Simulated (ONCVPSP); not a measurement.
## Building the ONCV potential for Si (PBE, scalar-relativistic).

silicon, optimised norm-conserving Vanderbilt (ONCV), made with ONCVPSP 4.0.1 (PBE, scalar-relativistic). Core [He], reference 2s2 2p6 3s1.75 3p2.25. Waves: 2s+3s: rc 0.75 bohr, ncon 3, nbas 8, qcut 21 1/bohr, 2 projectors; 2p+3p: rc 1.15 bohr, ncon 4, nbas 8, qcut 11.3 1/bohr, 2 projectors; d scattering state at 0.19 Ha: rc 1.00 bohr, ncon 5, nbas 8, qcut 8.7 1/bohr, 3 projectors, debl 3.8 Ha. Local part: polynomial inside 0.50 bohr (lpopt 5, dvloc0 0 Ha). Core correction: Teter function, fcfact 1.5, rcfact 1.2.

All-electron outer shells of the reference configuration (PBE, scalar-relativistic, ld1.x):

```json
{"shell": "1s", "level (eV)": "-1786.38", "outermost node (bohr)": "–", "outermost maximum (bohr)": "0.07"}
{"shell": "2s", "level (eV)": "-139.93", "outermost node (bohr)": "0.15", "outermost maximum (bohr)": "0.45"}
{"shell": "2p", "level (eV)": "-95.98", "outermost node (bohr)": "–", "outermost maximum (bohr)": "0.39"}
{"shell": "3s", "level (eV)": "-11.01", "outermost node (bohr)": "0.72", "outermost maximum (bohr)": "1.77"}
{"shell": "3p", "level (eV)": "-4.23", "outermost node (bohr)": "0.72", "outermost maximum (bohr)": "2.14"}
```

Question: Estimate the cutoffs (Ha) at which the residual kinetic energy of the hardest occupied pseudo-wave falls to 1 and 0.1 mHa per electron.

Answer: 123 Ha and 149 Ha.

Question: What does a ghost test show?

Answer: Ghosts flagged at negative energy: d at -3039.0 eV; no localised positive-energy state flagged. A true bound ghost makes a file unfit for plane-wave use.

Question: Which valence shell sets the plane-wave cutoff?

Answer: 2s: 123 Ha for 1 mHa per electron, against 97 Ha for 3s.

Question: Tests: 2s2 2p6 3s2 3p2; 2s2 2p6 3s2 3p1; 2s2 2p6 3s2 3p0; 2s2 2p6 3s1 3p3. Which has the largest error in its energy relative to the reference configuration, and how large is it?

Answer: 2s2 2p6 3s2 3p0, with +3.2 meV (all-electron minus pseudo) on +22.04 eV.
